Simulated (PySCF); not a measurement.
# Electric field gradients and quadrupole coupling constants

1-chloro-4-methoxybutane, C5H11ClO.
Structure used (GFN2-xTB), in Å, numbered top down from 1:
```xyz
18
C5H11ClO angstrom
C      2.864   -0.789   -0.173
O      1.488   -0.714   -0.426
C      0.998    0.609   -0.426
C     -0.498    0.585   -0.714
C     -1.268   -0.140    0.388
C     -2.755   -0.219    0.096
Cl    -3.499    1.407    0.108
H      3.112   -0.367    0.810
H      3.441   -0.254   -0.938
H      3.129   -1.844   -0.192
H      1.191    1.079    0.551
H      1.520    1.201   -1.195
H     -0.857    1.610   -0.806
H     -0.659    0.071   -1.663
H     -0.880   -1.156    0.474
H     -1.110    0.368    1.342
H     -3.280   -0.801    0.852
H     -2.944   -0.638   -0.892
```

Field gradients from the PBE0/pcSseg-1 density (PySCF, non-relativistic), principal values in atomic units, ordered |Vxx| ≤ |Vyy| ≤ |Vzz|:

| atom | Vxx | Vyy | Vzz |
| --- | --- | --- | --- |
| O2 | 0.0508 | 1.9904 | -2.0412 |
| Cl7 | -1.8769 | -1.9612 | 3.8381 |

Question: Find the asymmetry η = (Vxx − Vyy)/Vzz and the couplings χ = eQV/h (234.96 MHz × Q in barn × V in au), with Q(17O) = −0.0256 b, Q(35Cl) = −0.0817 b.

Answer: 
```tsv
atom	environment	nucleus	η	χzz (MHz)	χxx (MHz)	χyy (MHz)
O2	ether oxygen	17O	0.95	12.28	-0.31	-11.97
Cl7	alkyl chlorine	35Cl	0.02	-73.68	36.03	37.65
```

The gradient is axial or nearly so (η below 0.05) at Cl7. At O2 η is above 0.9: Vyy and Vzz are nearly equal in size and opposite in sign, so a small change could swap them and flip the sign of χzz. 

Question: What is Vzz at Cl7 in SI units (1 au = 9.71736 × 10²¹ V/m²)?

Answer: 3.8381 au = 37.296 × 10²¹ V/m².

Were the hydrogens deuterons (Q(2H) = 0.00286 b), χzz would run from 188 kHz (H11 and H12) to 207 kHz (H10).

Isolated species at its GFN2-xTB geometry (one conformer only). GFN2-xTB bond lengths can be off by several hundredths of an ångström, more for odd bonds, and the gradients follow them. With so small a basis the couplings can be 20 % off.

These values come from a run that also computed NMR shieldings. On an Arm Neoverse V1 with one thread, on a shared host, this took 32 s wall (with the writing of density and orbital grids) and 0.81 GiB of memory at its peak.
